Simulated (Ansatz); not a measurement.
Start from `F[SiH](F)S` and change one atom or group to get `F[Si](F)(F)S`.

Ansatz, PBE0-D4/def2-TZVP geometries, multiplicity 1. Each molecule was computed in one conformer, which needn't be the lowest.

```tsv
property	`F[SiH](F)S`
ideal-gas entropy at 298 K and 1 bar (rigid rotor, harmonic PBE0-D4/def2-TZVP) / J/(mol·K)	314
size of the dipole moment (B3LYP/def2-TZVPP) / D	0.79
LUMO energy (PBE/def2-TZVPP) / eV	-1.03
size of the dipole moment (ωB97M-V/def2-TZVPP) / D	0.76
LUMO energy (PBE0/def2-TZVPP) / eV	-0.07
HOMO–LUMO gap (PBE/def2-TZVPP) / eV	5.96
```

What does the change do to each property? (An estimate is asked.)

Computed: 
```
                                                                                  property  `F[Si](F)(F)S`  shift
ideal-gas entropy at 298 K and 1 bar (rigid rotor, harmonic PBE0-D4/def2-TZVP) / J/(mol·K)             332     18
                                          size of the dipole moment (B3LYP/def2-TZVPP) / D            1.57   0.78
                                                         LUMO energy (PBE/def2-TZVPP) / eV           -1.09  -0.06
                                        size of the dipole moment (ωB97M-V/def2-TZVPP) / D            1.54   0.78
                                                        LUMO energy (PBE0/def2-TZVPP) / eV           -0.14  -0.07
                                                       HOMO–LUMO gap (PBE/def2-TZVPP) / eV            6.13   0.17
```

With PBE0 the HOMO falls by 0.26 eV and the LUMO falls by 0.07 eV, so the gap widens by about 0.19 eV. PBE moves the HOMO by -0.23 eV and ωB97M-V by -0.27 eV. Dipoles are sizes alone; their direction can turn.

B3LYP here is the variant with VWN-RPA as its local correlation; programs differ in this.
